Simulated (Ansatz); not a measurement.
Consider the ligand exchange at a B–C bond: `BC(B)(C)F` + `N[SiH2]F` → `BN[SiH2]F` + `BC(C)F`.

Program: Ansatz. Geometries: PBE0-D4/def2-TZVP. ΔE: electronic, gas phase. CCSD(T)/CBS adds triple-zeta CCSD(T) − MP2 to the extrapolated MP2 energy (def2 sets, frozen cores). Functionals use def2-TZVPP. B3LYP here is the variant with VWN-RPA as its local correlation; programs differ in this. Each species was taken in one conformer, which may not be the lowest.

```csv
level,ΔE (kJ/mol),difference from CCSD(T)/CBS
r2SCAN-D4,-116.5,12.8
PBE,-109.9,19.4
B3LYP,-138.4,-9.1
MP2/def2-TZVPP,-126.5,2.8
SCS-MP2/def2-TZVPP,-138.8,-9.5
CCSD(T)/def2-TZVPP,-132.2,-2.9
MP2/def2-QZVPP,-124.7,4.6
SCS-MP2/def2-QZVPP,-137.3,-8.0
MP2/CBS(def2),-123.5,5.8
CCSD/CBS(def2),-135.7,-6.4
CCSD(T)/CBS,-129.3,0
```

Largest T1 diagnostic among the species: 0.012.

The D4 term adds +3.0 kJ/mol with B3LYP and +1.5 kJ/mol with PBE0; it sums over pairs of atoms, weighted by their polarisabilities, and B3LYP, whose exchange is more repulsive, gets the larger term. In def2-TZVPP, CCSD(T) changes the Hartree–Fock value by +43.5 kJ/mol (the triples alone add +6.4 kJ/mol) and MP2 by +49.2 kJ/mol.
